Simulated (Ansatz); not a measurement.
Computed with Ansatz on PBE0-D4/def2-TZVP structures; ΔE is electronic, products minus reactants. CCSD(T)/CBS adds triple-zeta CCSD(T) − MP2 to the extrapolated MP2 energy (def2 sets, frozen cores). This one scheme is used for every species, atoms too. Functionals use def2-TZVPP. No spin–orbit coupling; open shells (•) take unrestricted orbitals. Spin–orbit coupling would lower the free atoms: a little for S.

Reaction (atomization): `s1p2sp3p1p3s2` → 4 P• + 3 S•

```
              level  ΔE (eV)  difference from CCSD(T)/CBS
        LDA (SPW92)    29.24                         6.47
           BHLYP-D4    21.37                        -1.40
            ωB97M-V    23.45                         0.68
               BLYP    21.97                        -0.80
             r2SCAN    23.24                         0.47
            r2SCANh    22.81                         0.04
            r2SCAN0    22.21                        -0.56
      HF/def2-QZVPP    10.61                       -12.16
CCSD(T)/cc-pV(D+d)Z    17.78                        -4.99
    MP2/cc-pV(Q+d)Z    23.35                         0.58
        CCSD(T)/CBS    22.77                            0
```

Largest T1 diagnostic among the species: 0.022, so the coupled-cluster value is less sure than usual.

At CCSD(T), def2-SVP lies −5.27 eV from the extrapolated value and def2-TZVPP −1.94 eV: correlation converges slowly with the basis, and small sets miss more of it in the bonded molecule than in its fragments. From r2SCAN to r2SCAN0 (25 % exact exchange), in def2-TZVPP and without D4, ΔE moves by −1.03 eV: exact exchange takes away binding that semilocal exchange gives to molecules.

For atomizations the MP2-based limit and the directly extrapolated one differ by several kJ/mol either way, and by 10 to 25 for some Ge, Se and Sn compounds, so smaller differences from it don't rank the levels.
